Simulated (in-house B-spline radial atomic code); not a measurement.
# wB97X excitations of the lead ion Pb²⁺

Method: wB97X. Computed with an all-electron radial atomic-structure program (B-spline basis): linear response of the closed shell [Xe] 4f14 5d10 6s2 with the functional's adiabatic kernel; scalar-relativistic (spin-free one-electron X2C), finite nucleus, no spin-orbit coupling, no double excitations, S, P, D and F terms only; shells from n = 4 respond. Only terms of natural parity with L up to 3 were computed.

Spin-orbit coupling is strong here, so these LS terms don't match observed levels.

Command:
```bash
python run_td.py task.json out
```
Settings (radii: box in bohr, nucleus in fm):
```
Z                        82
electrons                80
configuration            [Xe] 4f14 5d10 6s2
hamiltonian              x2c
method                   wb97x
box_radius               29.48
rms_radius               5.5012
intervals                72
```

Time taken, with all properties: 3.7 s on 1 thread of Intel(R) Xeon(R) 6975P-C (Granite Rapids) (shared host).

The lowest states, in the order of their Tamm-Dancoff energies; the method's threshold (minus the highest occupied level) is 30.62 eV. Labels give the largest channel, * marks a mixed state, and oscillator strengths are full-response dipole values. Semilocal kernels can invert the small singlet-triplet splittings of Rydberg terms. Energies in eV:

| state | full response | Tamm-Dancoff | oscillator strength |
| --- | --- | --- | --- |
| 6s → 6p 3P | 9.306 | 9.358 | - |
| 6s → 6p 1P | 11.051 | 11.392 | 1.48 |
| 6s → 7s 3S | ? | ? | - |
| 6s → 7s 1S | 18.652 | 18.678 | - |
| 6s → 6d 1D | ? | ? | - |
| 6s → 6d 3D | 19.434 | 19.443 | - |
| 5d → 6p 3P | 20.300 | 20.339 | - |
| 5d → 6p 3F | 20.486 | 20.517 | - |
| 6s → 7p 3P | 20.607 | 20.614 | - |
| 5d → 6p 1F | 20.860 | 20.865 | - |

Q: Where does 6s → 6d 1D lie?

A: At 19.361 eV in full response, 19.383 eV in Tamm-Dancoff.

Q: Where does 6s → 7s 3S lie?

A: At 18.099 eV in full response, 18.111 eV in Tamm-Dancoff.

Q: How large is the singlet-triplet splitting of 6s → 6p (P terms) in Tamm-Dancoff?

A: 2.03 eV, from the unrounded values.

Q: What polarisabilities and dispersion coefficient does the method give?

A: Dipole 14.14 bohr³, quadrupole 46.63 bohr⁵, C6 98 hartree·bohr⁶ for two such species.
